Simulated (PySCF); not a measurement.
Species: C₆H₁₀O.
Numbering: `[CH2:1]=[CH:2][C:3](=[CH2:4])[CH2:5][O:6][CH3:7]` (hydrogens: H8, H9 on C1; H10 on C2; H11, H12 on C4; H13, H14 on C5; H15, H16, H17 on C7)

Cartesian coordinates in Å at the PBE0-D3(BJ)/def2-SVP level; atoms count from 1:
```xyz
17
C6H10O angstrom
C      0.4300   -2.7433    0.0279
C      1.2230   -1.7058    0.3307
C      0.8584   -0.2893    0.2966
C      1.7472    0.6607    0.6260
C     -0.5404    0.0658   -0.1175
O     -0.7358    1.4427   -0.1015
C     -2.0196    1.8238   -0.4778
H      0.8000   -3.7694    0.0858
H     -0.6094   -2.6175   -0.2867
H      2.2550   -1.9073    0.6389
H      2.7638    0.3937    0.9262
H      1.4702    1.7153    0.5989
H     -0.7345   -0.3490   -1.1307
H     -1.2593   -0.4430    0.5612
H     -2.0723    2.9204   -0.4359
H     -2.7924    1.4086    0.1996
H     -2.2646    1.4994   -1.5091
```

Level: wB97X-D/def2-SVPD in PySCF, non-relativistic, on one gas-phase PBE0-D3(BJ)/def2-SVP geometry that isn't relaxed in the solvent. The solvent is an IEF-PCM continuum (van der Waals radii × 1.2), and excitations are vertical TDDFT with non-equilibrium linear response and a frozen core. Only the electrostatic response of the medium enters.

Gas-phase singlets (H = HOMO, L = LUMO):

```
state  E (eV)  λ (nm)      f  leading configurations
   S1   5.843     212  0.590                 H→L 97%
   S2   6.459     192  0.023               H-1→L 96%
   S3   6.935     179  0.004    H→L+1 55%, H→L+2 36%
   S4   7.245     171  0.000    H-4→L 51%, H-3→L 44%
   S5   7.448     166  0.005             H-1→L+1 76%
```

Question: Give the list for benzene (ε = 2.271), n² = 2.25.

Answer: 
```csv
state,E (eV),λ (nm),f,leading configurations,change by rank (eV)
S1,5.584,222,0.740,H→L 98%,-0.259
S2,6.398,194,0.026,H-1→L 96%,-0.061
S3,6.936,179,0.004,"H→L+1 61%, H→L+2 30%",+0.001
S4,7.194,172,0.001,"H-4→L 53%, H-3→L 43%",-0.051
S5,7.454,166,0.005,H-1→L+1 74%,+0.006
```

Question: What are the lowest 5 singlets in water (ε = 78.36)?

Answer: 
```
state  E (eV)  λ (nm)      f  leading configurations  change by rank (eV)
   S1   5.664     219  0.701                 H→L 98%               -0.179
   S2   6.361     195  0.027               H-1→L 96%               -0.098
   S3   6.979     178  0.001    H→L+1 68%, H→L+2 22%               +0.044
   S4   7.129     174  0.001    H-4→L 52%, H-3→L 44%               -0.116
   S5   7.513     165  0.001             H-1→L+1 71%               +0.065
```

Question: The ground-state energy changes by -0.177 eV from gas to water. By how much does the total energy of gas-phase S1 change?

Answer: E(S1) = E(S0) + excitation energy, so it changes by -0.177 − 0.179 = -0.356 eV: it is lowered more than the ground state, which is what a red shift means. This is the vertical state, with the slow part of the continuum still set for S0.

Question: How do the frontier levels move from gas to water?

Answer: 
```tsv
orbital	gas (eV)	solvent (eV)	change (eV)
LUMO+2	2.81	2.93	+0.12
LUMO+1	2.33	2.45	+0.12
LUMO	0.90	0.84	-0.06
HOMO	-8.50	-8.59	-0.09
HOMO-1	-9.51	-9.49	+0.02
HOMO-2	-10.96	-11.01	-0.05
HOMO-3	-11.17	-11.16	+0.01
```

The HOMO–LUMO gap goes from 9.41 to 9.43 eV.

Note: wB97X-D ran without an empirical dispersion term, which enters the total energy and its gradient alone.
